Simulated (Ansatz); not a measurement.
Isolated molecules relaxed with PBE0-D4/def2-TZVP in Ansatz; ΔE leaves out vibrations. CBS: MP2 limit from def2 TZ/QZ plus the TZ coupled-cluster correction, frozen cores. This one scheme is used for every species, atoms too. For atomizations the MP2-based limit and the directly extrapolated one differ by several kJ/mol either way, and by 10 to 25 for some Ge, Se and Sn compounds, so smaller differences from it don't rank the levels. DFT in def2-TZVPP. B3LYP here is the variant with VWN-RPA as its local correlation; programs differ in this. No spin–orbit coupling; open shells (•) take unrestricted orbitals. Spin–orbit coupling would lower the free atoms: a little for F, S, Si; clearly for Ge. For Ge outer-core shells are correlated without core-valence functions, so the limit isn't a true one: a few kJ/mol of doubt a bond, and 10 to 20 or more in all where bonds break to atoms. Scalar relativity is left out up to krypton. One conformer a species, not always the lowest.

Reaction (atomization): `F[SiH2][S][GeH3]` → F• + Ge• + 5 H• + S• + Si•

```json
{"level": "revPBE-D4", "ΔE (eV)": "27.90", "difference from CCSD(T)/CBS": "-0.94"}
{"level": "BLYP-D4", "ΔE (eV)": "28.18", "difference from CCSD(T)/CBS": "-0.66"}
{"level": "B3LYP-D4", "ΔE (eV)": "28.41", "difference from CCSD(T)/CBS": "-0.43"}
{"level": "BHLYP-D4", "ΔE (eV)": "27.96", "difference from CCSD(T)/CBS": "-0.88"}
{"level": "PBE", "ΔE (eV)": "28.25", "difference from CCSD(T)/CBS": "-0.59"}
{"level": "BLYP", "ΔE (eV)": "27.68", "difference from CCSD(T)/CBS": "-1.16"}
{"level": "HF/def2-TZVPP", "ΔE (eV)": "21.24", "difference from CCSD(T)/CBS": "-7.60"}
{"level": "CCSD(T)/def2-TZVPP", "ΔE (eV)": "28.07", "difference from CCSD(T)/CBS": "-0.77"}
{"level": "HF/def2-QZVPP", "ΔE (eV)": "21.30", "difference from CCSD(T)/CBS": "-7.54"}
{"level": "CCSD/CBS(def2)", "ΔE (eV)": "28.47", "difference from CCSD(T)/CBS": "-0.37"}
{"level": "CCSD(T)/CBS", "ΔE (eV)": "28.84", "difference from CCSD(T)/CBS": "0"}
```

Largest T1 diagnostic among the species: 0.012.

In def2-TZVPP, CCSD(T) changes the Hartree–Fock value by +6.83 eV (the triples alone add +0.37 eV) and MP2 by +7.01 eV; breaking electron pairs costs correlation energy, which Hartree–Fock lacks. At CCSD(T), def2-SVP lies −2.46 eV from the extrapolated value and def2-TZVPP −0.77 eV: correlation converges slowly with the basis, and small sets miss more of it in the bonded molecule than in its fragments. Leaving LDA and LC-ωPBE aside and taking each functional with its dispersion term where it has one, the values, not all of them listed here, spread over 1.14 eV, from revPBE-D4 to B97M-V. LDA lies +3.96 eV from PBE without D4, its usual overbinding.
